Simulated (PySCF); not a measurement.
C2HF2O2 (SMILES O=C(O)[C](F)F), doublet (typed; the unrestricted solution is spin-contaminated), geometry from GFN2-xTB. Base run: HF/6-31G (PySCF).

Geometry (Å):
```xyz
7

O      1.0091     1.5016     0.0354
C      0.7116     0.3263     0.0406
O      1.6026    -0.6783     0.1216
C     -0.6348    -0.1614    -0.0390
F     -1.6810     0.6264    -0.1257
F     -0.9695    -1.4332    -0.0342
H      2.5003    -0.3145     0.1738
```
Charge 0, spin multiplicity 2.
Orbitals are unrestricted.
All else is at PySCF's defaults.

Variants of this job, named by their change:

| change | E (Eh) | HOMO (eV) | dipole (D) | <S^2> | core-seconds (rough) |
|---|---|---|---|---|---|
| base | -424.70042 | -11.55 | 1.99 | 0.862 | 0.6 |
| functional = lda,vwn | -423.75253 | -5.39 | 1.52 | 0.752 | 3 |
| functional = tpss | -426.80269 | -5.49 | 1.53 | 0.755 | 10 |
| functional = bhandhlyp | -426.54499 | -8.67 | 1.72 | 0.772 | 6 |
| functional = blyp; dispersion = d3zero | -426.70717 | -5.13 | 1.48 | 0.753 | 6 |
| functional = hse06 | -426.35825 | -6.66 | 1.61 | 0.759 | 20 |
| functional = o3lyp | -426.61625 | -6.07 | 1.54 | 0.756 | 7 |
| functional = pbe | -426.33620 | -5.29 | 1.49 | 0.753 | 6 |
| functional = mn15 | -426.34176 | -7.68 | 1.65 | 0.758 | 10 |
| functional = m06l | -426.70936 | -5.73 | 1.59 | 0.756 | 10 |
| functional = lc_wpbe | -426.49251 | -9.79 | 1.65 | 0.762 | 10 |
| functional = camb3lyp | -426.61543 | -8.40 | 1.62 | 0.760 | 10 |
| functional = tpssh | -426.75010 | -6.18 | 1.57 | 0.757 | 10 |

Absolute energies of different levels of theory aren't comparable as measures of quality.

Open shells are given as the SCF converged; they aren't shown to be the lowest states, and a large step between rows can be another state.
